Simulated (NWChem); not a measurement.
Basis-set dependence for Al2

```xyz
2

Al     0.0000     0.0000     1.2411
Al     0.0000     0.0000    -1.2411
```
Charge 0, spin multiplicity 3.

Program: NWChem. Structure: optimised with UPBE0/def2-SVP, a minimum by its harmonic frequencies.

Hartree-Fock energies in Ha, correlation energies in mHa.

The correlated methods keep 10 core orbitals frozen. The Pople sets run with spherical d functions. This spin state was chosen for the runs; another may lie lower. The structure started from a generated list of species. The unpaired electrons of the parent sit in orbitals of symmetry b2u and b3u (D2h labels of the run); other states weren't searched. No SCF solution was tested for a lower state. Open-shell Hartree-Fock references start from PBE0 orbitals. Coupled-cluster values serve here as a point of comparison, not as the truth.

```json
[
 {"basis": "6-31G*", "functions": "36", "UHF": "-483.72509", "UMP2": "-86.7", "SCS-UMP2": "-87.6", "CCSD on ROHF": "-115.3", "CCSD[T] on ROHF": "-123.2", "CCSD(T) on ROHF": "-122.9", "CCSD on UHF": "-112.1", "CCSD[T] on UHF": "-119.3", "CCSD(T) on UHF": "-118.9", "CCSDT on ROHF": "-124.1"},
 {"basis": "def2-SVP", "functions": "36", "UHF": "-483.59241", "UMP2": "-86.6", "SCS-UMP2": "-87.5", "CCSD on ROHF": "-115.5", "CCSD[T] on ROHF": "-123.7", "CCSD(T) on ROHF": "-123.4", "CCSD on UHF": "-112.1", "CCSD[T] on UHF": "-119.5", "CCSD(T) on UHF": "-119.1", "CCSDT on ROHF": "-124.6"},
 {"basis": "def2-TZVP", "functions": "74", "UHF": "-483.76480", "UMP2": "-101.1", "SCS-UMP2": "-101.5", "CCSD on ROHF": "-130.0", "CCSD[T] on ROHF": "-140.8", "CCSD(T) on ROHF": "-140.5", "CCSD on UHF": "-125.8", "CCSD[T] on UHF": "-135.4", "CCSD(T) on UHF": "-135.1", "CCSDT on ROHF": "not run"},
 {"basis": "def2-QZVP", "functions": "140", "UHF": "-483.77727", "UMP2": "-109.5", "SCS-UMP2": "-110.5", "CCSD on ROHF": "-135.4", "CCSD[T] on ROHF": "-147.4", "CCSD(T) on ROHF": "-147.1", "CCSD on UHF": "not run", "CCSD[T] on UHF": "not run", "CCSD(T) on UHF": "not run", "CCSDT on ROHF": "not run"}
]
```

From def2-TZVP to def2-QZVP the Hartree-Fock energy moves by -12.5 mHa and the UMP2 correlation energy by -8.4 mHa, which is 8 % of its value in the larger set.
